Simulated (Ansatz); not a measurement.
Species: methyltin tribromide, CH$_{3}$Br$_{3}$Sn, charge 0, multiplicity 1. 
Coordinates optimised at B3LYP-D3(BJ)/def2-TZVP (Ansatz, a program for electronic structure):
```xyz
8

C     -2.5720    -0.3206     0.0878
Sn    -0.4499    -0.0561     0.0154
Br     0.5890    -1.5599    -1.6721
Br     0.1471     2.2819    -0.5896
Br     0.5966    -0.5558     2.2161
H     -2.7738    -1.3549     0.3553
H     -2.9708     0.3579     0.8379
H     -2.9742    -0.0898    -0.8956
```

Quantity: vertical triplet-singlet gap (E(triplet) - E(singlet); each state is the SCF solution reached for its spin; the molecule has degenerate orbitals, so one determinant may break the symmetry), in eV. Cores are frozen in the correlated levels unless marked. UHF or UKS for open shells. Spin-orbit coupling is left out. Frozen are the shells of the preceding noble gas and the d and f shells that filled before the atom's block. Past Kr the def2 sets carry scalar-relativistic core potentials. CBS marks a two-point X^-3 extrapolation of the correlation energy; Hartree-Fock from the larger set.

| level | program | vertical triplet-singlet gap (eV) |
|---|---|---|
| HF/def2-QZVPPD | Ansatz | 5.39 |
| PBE0/def2-TZVPD | Ansatz | 4.36 |
| CAM-B3LYP/def2-TZVPD | Ansatz | 4.63 |
| wB97M-V/def2-TZVPD | Ansatz | 4.93 |
| B2PLYP/def2-TZVPD | Ansatz | 4.64 |
| MP2/def2-SVPD | Ansatz | 5.50 |
| MP2/def2-QZVPPD | Ansatz | 5.54 |
| SCS-MP2/def2-SVPD | Ansatz | 5.60 |
| SCS-MP2/def2-QZVPPD | Ansatz | 5.66 |
| CCSD/def2-SVPD | Ansatz | 5.31 |
| CCSD/def2-TZVPPD | Ansatz | 5.34 |
| CCSD/CBS(def2-TZVPPD,def2-QZVPPD) | Ansatz | 5.41 |
| CCSD(T)/def2-TZVPPD | Ansatz | 5.18 |
| CCSD(T)/def2-QZVPPD | Ansatz | 5.22 |
| CCSD(T)/CBS(def2-TZVPPD,def2-QZVPPD) | Ansatz | 5.24 |
